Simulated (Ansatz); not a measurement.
Two structures of SnHBrCl₂, closed shell, reached by relaxing down either side of one saddle point (PBE0-D4/def2-TZVP). Energies are electronic, without zero-point energy. Computed with Ansatz 0.2.0 (basis: def2-TZVPP and def2-QZVPP); correlated methods freeze the cores. Filled d shells of the heavier atoms are correlated. Core potentials replace the inner electrons of the atoms past krypton. The def2 sets are not built for correlating such inner shells, so the correlated values are less sure here. Extrapolation: Hartree–Fock as exp(−7.88 √X), correlation as X^−2.97. First:

Sn1  (0.803, 1.117, 0.598)
Cl2  (-0.532, 0.351, 2.399)
Cl3  (1.582, -1.053, -0.146)
H4  (-0.451, -0.742, -1.345)
Br5  (-1.402, 0.328, -1.507)
(Å)

Second:

```tsv
atom	x (Å)	y (Å)	z (Å)
Sn1	0.3956	1.3579	0.4545
Cl2	-0.5811	0.3886	2.3795
Cl3	1.3851	-1.3210	-0.5067
H4	0.2395	-1.1117	-1.0892
Br5	-1.4392	0.6862	-1.2381
```

(1) Which bonds change from the first to the second?

(2) Give the saddle point's structure and its height above each. (To be estimated.)

The search had been set up for a insertion of a divalent centre (a silylene, a carbene or their kin) (forming Sn1–H4, Sn1–Br5, breaking H4–Br5); from that guess it ended on this step instead.

No T1 diagnostic of these runs exceeds 0.012.

Results:

(1) SnHBrCl₂ ([Cl][Sn]([Cl])[BrH]) → SnBrCl + HCl; bonds formed: Cl3–H4; dative contacts that become bonds: Sn1–Br5; bonds broken: Sn1–Cl3, H4–Br5.

(2) Computed: 0.146 eV above the first and 0.285 eV above the second (CCSD(T) at an estimated basis limit (MP2 extrapolated from triple and quadruple zeta, plus CCSD(T) − MP2 in triple zeta)).
```csv
atom,x (Å),y (Å),z (Å)
Sn1,0.6316,1.1617,0.5020
Cl2,-0.5390,0.3592,2.3899
Cl3,1.3382,-1.1488,-0.3662
H4,-0.1062,-0.6856,-1.1125
Br5,-1.3246,0.3134,-1.4132
```

Labels in which every atom is bracketed show which atoms are joined, not bond orders.

For scale, one of the runs: CCSD(T)/def2-TZVPP, 196 basis functions (an equivalent command: `ansatz run in.yaml --threads 4`). Hardware: 4 CPU threads, shared host. Wall time 110 s; peak host memory 2.5 GiB.
